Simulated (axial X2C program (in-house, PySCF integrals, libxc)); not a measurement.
## What spin–orbit coupling does to SnH

Calculated with an in-house all-electron X2C program for linear molecules (integrals from PySCF). Spin-free means the one-electron spin-free X2C Hamiltonian; two-component (2c) means X2C with spin–orbit coupling and atomic mean-field two-electron Coulomb and Gaunt terms, so the difference of the two also holds small scalar two-electron terms. Basis: Sn dyall-v3z [11s12p9d1f], H dyall-v3z [6s2p1d] (cores contracted in-house); Gaussian nuclei, density fitting, unrestricted open shells. Masses: Sn 119.902 u, H 1.008 u.

Spin-free state: M_S = 1/2, Λ = 1 (beyond evenly filled blocks: π+α); fragments Sn + H.

| level | Re (Å) | ωe (cm⁻¹) | De (eV) | μ (D) |
| --- | --- | --- | --- | --- |
| PBE0 | 1.782 | 1709.6 | 2.558 | -0.51 |
| HF | 1.772 | 1786.6 | 1.658 | -0.37 |
| MP2 | 1.760 | 1759.0 | 2.459 | n/a |
| PBE50 | 1.766 | 1774.8 | 2.520 | -0.40 |
| B97-3 | 1.791 | 1689.6 | 2.616 | -0.60 |

Correlated methods: 15 electrons correlated (number of frozen shells: Sn 4 s, 3 p, 1 d; H none), 131 virtual spin orbitals or spinors in MP2.

Dipoles are positive if H is the positive end.

Task: Within this multiplet, which Ω should lie lowest by the rule for regular and inverted multiplets?

Result: The open π shell holds one electron, so the multiplet is regular: Ω = Λ − 1/2 = 1/2. The PBE0 2c search agrees.

Two-component determinant lowest at the distance of the search:

Ω = 1/2 (⟨Sz⟩ = -0.50, ⟨Lz⟩ = 1.00 at HF); fragments Sn + H.

| level | Re (Å) | ωe (cm⁻¹) | μ (D) |
| --- | --- | --- | --- |
| PBE0 | 1.784 | 1701.8 | -0.52 |
| HF | 1.774 | 1778.8 | -0.38 |
| MP2 | 1.761 | 1752.3 | n/a |
| PBE50 | 1.767 | 1767.5 | -0.41 |
| B97-3 | 1.792 | 1681.4 | -0.61 |

Task: From the two tables, how do the constants change at the MP2 level (2c against spin-free)?

Result: At the MP2 level Re rises by 0.001 Å and ωe falls by 6.7 cm⁻¹.

The state is a single determinant with fixed occupations, the lowest that a limited PBE0 search found. Dissociation energies refer to the lowest single-determinant-based atoms at the same level and basis. De is not given where an atomic determinant may have missed its ground term or J level, or where the truncated virtual space spoils (T). Density functionals use the spin component along the axis (collinear). Without a current term, density functionals place determinants with orbital angular momentum somewhat too high.
